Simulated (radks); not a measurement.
Ba+, configuration [Xe] 6s1. All-electron calculation, Dirac Kohn-Sham, PBE, spin-unpolarised, spherical densities, finite nucleus; Fermi nuclear charge, rms radius 4.8378 fm. Program: a radial shooting solver on a logarithmic mesh with Libxc functionals.

Unscreened Slater integrals over Kohn-Sham orbitals (cm^-1). Large and small components are both included. Empty in this configuration: 5d3/2.

| integral | value |
|---|---|
| F0(6s1/2,6s1/2) | 45601 |
| F0(6s1/2,5p3/2) | 56207 |
| G1(6s1/2,5p3/2) | 4790.0 |
| F0(6s1/2,5p1/2) | 56496 |
| G1(6s1/2,5p1/2) | 4220.1 |
| F0(6s1/2,5s1/2) | 57254 |
| G0(6s1/2,5s1/2) | 2515.3 |
| F0(6s1/2,5d3/2) | 51615 |
| G2(6s1/2,5d3/2) | 16727 |
| F0(5p3/2,5p3/2) | 102020 |
| F2(5p3/2,5p3/2) | 54994 |
| F0(5p3/2,5p1/2) | 104190 |
| G2(5p3/2,5p1/2) | 55856 |
| F0(5p3/2,5s1/2) | 109900 |
| G1(5p3/2,5s1/2) | 72528 |
| F0(5p3/2,5d3/2) | 77210 |
| F2(5p3/2,5d3/2) | 35602 |
| G1(5p3/2,5d3/2) | 40516 |
| G3(5p3/2,5d3/2) | 24858 |
| F0(5p1/2,5p1/2) | 106540 |
| F0(5p1/2,5s1/2) | 112790 |
| G1(5p1/2,5s1/2) | 76763 |
| F0(5p1/2,5d3/2) | 78037 |
| G1(5p1/2,5d3/2) | 38256 |
| F0(5s1/2,5s1/2) | 120540 |
| F0(5s1/2,5d3/2) | 80134 |
| G2(5s1/2,5d3/2) | 23917 |
| F0(5d3/2,5d3/2) | 64890 |
| F2(5d3/2,5d3/2) | 33101 |
